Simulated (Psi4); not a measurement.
CH$_{2}$NO, doublet, geometry from GFN2-xTB; CCSD(T)/aug-cc-pVDZ in Psi4 1.11.

Input for Psi4:
```
memory 2 GB

molecule mol {
0 2
  O    -0.262395    1.207920   -0.014006
  C    -0.414676    0.016799    0.000615
  N     0.434856   -0.993775    0.011091
  H     0.095012   -1.939934    0.023137
  H     1.448207   -0.867797    0.007580
}

set basis aug-cc-pvdz
set reference uhf
set freeze_core true

energy('ccsd(t)')
print_variables()
```

### Question
What does Psi4 print? Leave out banner, timings and long lists.

### Answer

```
   => Loading Basis Set <=

    Name: AUG-CC-PVDZ
    Role: ORBITAL
    Keyword: BASIS

         ---------------------------------------------------------
                                   SCF
               by Justin Turney, Rob Parrish, Andy Simmonett
                          and Daniel G. A. Smith
                              UHF Reference
         ---------------------------------------------------------

  ==> Geometry <==

    Molecular point group: c1
    Full point group: C1

    Geometry (in Angstrom), charge = 0, multiplicity = 2:

       Center              X                  Y                   Z               Mass
    ------------   -----------------  -----------------  -----------------  -----------------
         O           -0.227667534163     1.144835944791    -0.013315774884    15.994914619570
         C           -0.379948534163    -0.046285055209     0.001305225116    12.000000000000
         N            0.469583465837    -1.056859055209     0.011781225116    14.003074004430
         H            0.129739465837    -2.003018055209     0.023827225116     1.007825032230
         H            1.482934465837    -0.930881055209     0.008270225116     1.007825032230

  Running in c1 symmetry.

  Rotational constants: A =      4.54062  B =      0.36870  C =      0.34101 [cm^-1]
  Rotational constants: A = 136124.21796  B =  11053.24275  C =  10223.12804 [MHz]
  Nuclear repulsion =   64.454177347239991

  Charge       = 0
  Multiplicity = 2
  Electrons    = 23
  Nalpha       = 12
  Nbeta        = 11

  ==> Algorithm <==

  SCF Algorithm Type is PK.
  DIIS enabled.
  MOM disabled.
  Fractional occupation disabled.
  Guess Type is SAD.
  Energy threshold   = 1.00e-08
  Density threshold  = 1.00e-08
  Integral threshold = 1.00e-12

  ==> Primary Basis <==

  Basis Set: AUG-CC-PVDZ
    Blend: AUG-CC-PVDZ
    Number of shells: 37
    Number of basis functions: 87
    Number of Cartesian functions: 93
    Spherical Harmonics?: true
    Max angular momentum: 2

  ==> Integral Setup <==

  Using in-core PK algorithm.
   Calculation information:
      Number of atoms:                   5
      Number of AO shells:              37
      Number of primitives:             89
      Number of atomic orbitals:        93
      Number of basis functions:        87

      Integral cutoff                 1.00e-12
      Number of threads:                 1

  Performing in-core PK
  Using 14657412 doubles for integral storage.
  We computed 247418 shell quartets total.
  Whereas there are 247456 unique shell quartets.

  ==> DiskJK: Disk-Based J/K Matrices <==

    J tasked:                  Yes
    K tasked:                  Yes
    wK tasked:                  No
    Schwarz Cutoff:          1E-12

  Minimum eigenvalue in the overlap matrix is 3.5051994242E-04.
  Reciprocal condition number of the overlap matrix is 4.4043335532E-05.
    Using symmetric orthogonalization.

  ==> Pre-Iterations <==

  SCF Guess: Superposition of Atomic Densities via on-the-fly atomic UHF (no occupation information).

   -------------------------
    Irrep   Nso     Nmo
   -------------------------
     A         87      87
   -------------------------
    Total      87      87
   -------------------------

  ==> Iterations <==

                        Total Energy        Delta E     RMS |[F,P]|

   @UHF iter SAD:  -167.49735254327516   -1.67497e+02   0.00000e+00
   @UHF iter   1:  -168.22874049951292   -7.31388e-01   5.56456e-03 ADIIS/DIIS
   @UHF iter   2:  -168.29812826676371   -6.93878e-02   3.65964e-03 ADIIS/DIIS
   @UHF iter   3:  -168.33462599465244   -3.64977e-02   7.01265e-04 ADIIS/DIIS
   @UHF iter   4:  -168.33663649312464   -2.01050e-03   2.71184e-04 ADIIS/DIIS
   @UHF iter   5:  -168.33703303720185   -3.96544e-04   7.07343e-05 DIIS
   @UHF iter   6:  -168.33708310399612   -5.00668e-05   3.23479e-05 DIIS
   @UHF iter   7:  -168.33709625354172   -1.31495e-05   1.55190e-05 DIIS
   @UHF iter   8:  -168.33710026445877   -4.01092e-06   7.78899e-06 DIIS
   @UHF iter   9:  -168.33710180532287   -1.54086e-06   4.53041e-06 DIIS
   @UHF iter  10:  -168.33710254741138   -7.42089e-07   2.42402e-06 DIIS
   @UHF iter  11:  -168.33710276795890   -2.20548e-07   1.27068e-06 DIIS
   @UHF iter  12:  -168.33710282054210   -5.25832e-08   6.91707e-07 DIIS
   @UHF iter  13:  -168.33710283656734   -1.60252e-08   2.89236e-07 DIIS
   @UHF iter  14:  -168.33710283891759   -2.35025e-09   1.21644e-07 DIIS
   @UHF iter  15:  -168.33710283925211   -3.34524e-10   6.68329e-08 DIIS
   @UHF iter  16:  -168.33710283935068   -9.85665e-11   3.94184e-08 DIIS
   @UHF iter  17:  -168.33710283938132   -3.06386e-11   1.45952e-08 DIIS
   @UHF iter  18:  -168.33710283938595   -4.63274e-12   5.99781e-09 DIIS
  Energy and wave function converged.

  ==> Post-Iterations <==

   @Spin Contamination Metric:   1.237369476E-02
   @S^2 Expected:                7.500000000E-01
   @S^2 Observed:                7.623736948E-01
   @S   Expected:                5.000000000E-01
   @S   Observed:                5.000000000E-01

    Orbital Energies [Eh]
    ---------------------

    Alpha Occupied:

[...]
    Alpha Virtual:

[...]
    Beta Occupied:

[...]
    Beta Virtual:

[...]
      87A      4.130019

    Final Occupation by Irrep:
              A
    DOCC [    11 ]
    SOCC [     1 ]
    NA   [    12 ]
    NB   [    11 ]

  @UHF Final Energy:  -168.33710283938595

   => Energetics <=

    Nuclear Repulsion Energy =             64.4541773472399910
    One-Electron Energy =                -357.0708403073740556
    Two-Electron Energy =                 124.2795601207481297
    Total Energy =                       -168.3371028393859490

  UHF NO Occupations:
  HONO-2 :   10  A 1.9992630
  HONO-1 :   11  A 1.9955011
  HONO-0 :   12  A 1.0000000
  LUNO+0 :   13  A 0.0044989
  LUNO+1 :   14  A 0.0007370
  LUNO+2 :   15  A 0.0006209
  LUNO+3 :   16  A 0.0001941

Computation Completed

Properties will be evaluated at   0.000000,   0.000000,   0.000000 [a0]

[...]
     4        -0.498406817697252    7.353e-03    0.029535    0.000000    0.000000    0.000000
     5        -0.498261648579167    3.968e-03    0.030554    0.000000    0.000000    0.000000
     6        -0.498303227719449    1.617e-03    0.030968    0.000000    0.000000    0.000000
     7        -0.498317451897586    8.071e-04    0.031091    0.000000    0.000000    0.000000
     8        -0.498316310486664    2.517e-04    0.031097    0.000000    0.000000    0.000000
     9        -0.498324002843702    1.107e-04    0.031104    0.000000    0.000000    0.000000
    10        -0.498319837764966    4.730e-05    0.031106    0.000000    0.000000    0.000000
    11        -0.498319467634493    2.225e-05    0.031103    0.000000    0.000000    0.000000
    12        -0.498319488060875    1.028e-05    0.031105    0.000000    0.000000    0.000000
    13        -0.498319475346022    4.673e-06    0.031105    0.000000    0.000000    0.000000
    14        -0.498319614754943    1.913e-06    0.031105    0.000000    0.000000    0.000000
    15        -0.498319635604728    9.862e-07    0.031105    0.000000    0.000000    0.000000
    16        -0.498319630397273    3.633e-07    0.031105    0.000000    0.000000    0.000000
    17        -0.498319629979206    2.070e-07    0.031105    0.000000    0.000000    0.000000
    18        -0.498319632301591    6.144e-08    0.031105    0.000000    0.000000    0.000000

    Iterations converged.

    Largest TIA Amplitudes:
              8   0         0.0340284792
              5   9        -0.0332643945
              8   5        -0.0318511976
              5   7        -0.0252092306
              8  18         0.0192014499
              8   6         0.0177323123
              5  13        -0.0149878611
              7   7        -0.0133288873
              8  10        -0.0128695406
              5   3        -0.0116829259

    Largest Tia Amplitudes:
              5  10        -0.0417056596
              6   8         0.0403136345
              6   2        -0.0389655727
              5  14        -0.0230672987
              6   4         0.0207305803
              6   0         0.0160190717
              5   7        -0.0143339513
              6  51         0.0123926141
              7   7        -0.0117155718
              5   3        -0.0105221144

    Largest TIJAB Amplitudes:
      7   6  25   9         0.0093378112
      7   3  34  30        -0.0077183334
      8   7  32   9         0.0072622137
      8   7  23   9        -0.0069700552
      7   6  25  13         0.0067317347
      7   6  25   7         0.0067202828
      5   4  35   9        -0.0064009869
      7   3   9   8        -0.0061295680
      8   5  18   9        -0.0060476584
      8   7   7   5         0.0059323359

    Largest Tijab Amplitudes:
      6   5  10   8        -0.0138338196
      7   6  10   8         0.0120572261
      7   6  14   2        -0.0116565861
      7   6  10   2        -0.0114387862
      7   6  14   8         0.0112499252
      6   5  10   2         0.0108398744
      6   4  37   8         0.0106951297
      6   4  26   8         0.0097955503
      6   5  14   8        -0.0095075609
      5   4  37  10        -0.0093709202

    Largest TIjAb Amplitudes:
      7   7   9  10        -0.0293394709
      5   5   9  10        -0.0292946643
      5   5   7  10        -0.0251037760
      7   7   9  14        -0.0232557411
      7   7  13  14        -0.0200027165
      5   6   7   8         0.0198644632
      7   7  13  10        -0.0193533410
      5   6   9   8         0.0185745503
      7   7   7  14        -0.0170153537
      5   6   7   2        -0.0168995148

    SCF energy       (wfn)                    = -168.337102839385949
    Reference energy (file100)                = -168.337102839386205

    Opposite-spin MP2 correlation energy      =   -0.353070840496613
    Same-spin MP2 correlation energy          =   -0.130844056728595
    Singles MP2 correlation energy            =   -0.000000000000000
    MP2 correlation energy                    =   -0.483914897225207
      * MP2 total energy                      = -168.821017736611424

    Opposite-spin CCSD correlation energy     =   -0.382432041770275
    Same-spin CCSD correlation energy         =   -0.115887590531316
    Singles CCSD correlation energy           =   -0.000000000000001
    CCSD correlation energy                   =   -0.498319632301591
      * CCSD total energy                     = -168.835422471687792

            **************************
            *                        *
            *        CCTRIPLES       *
            *                        *
            **************************

    Wave function   =    CCSD_T
    Reference wfn   =      UHF

    Nuclear Rep. energy (wfn)                =   64.454177347239991
    SCF energy          (wfn)                = -168.337102839385949
    Reference energy    (file100)            = -168.337102839386205
    CCSD energy         (file100)            =   -0.498319632301591
    Total CCSD energy   (file100)            = -168.835422471687792

    Number of ijk index combinations:
    Spin Case AAA:                                  84
    Spin Case BBB:                                  56
    Spin Case AAB:                                 288
    Spin Case ABB:                                 252
    AAA (T) energy                             =   -0.000506694986313
    BBB (T) energy                             =   -0.000501114489609
    AAB (T) energy                             =   -0.009123510515822
    ABB (T) energy                             =   -0.008947394379827
    (T) energy                                   =   -0.019078714371571
      * CCSD(T) total energy                     = -168.854501186059366

  Variable Map:
  ----------------------------------------------------------------------------
[...]
  Array Variable Map:
  ----------------------------------------------------------------------------
[...]
[...]
```
